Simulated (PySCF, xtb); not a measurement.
SrCl, SMILES [Cl][Sr+], charge +1.

GFN2-xTB (xtb 6.7.1) at its own geometry gives an orbital gap of 1.53 eV.

The structure is a stationary point at r2SCAN-D4/def2-TZVPD. The multiplicity is an assumed one; other spin states were not compared. The def2 effective core potentials stand for the cores of Sr; spin–orbit coupling is left out.

Task: What does HF/def2-TZVPD in PySCF give? (An estimate is asked for; the answer gives what the named calculation found.)

Result: gap 10.33 eV (levels -15.36 and -5.02 eV).
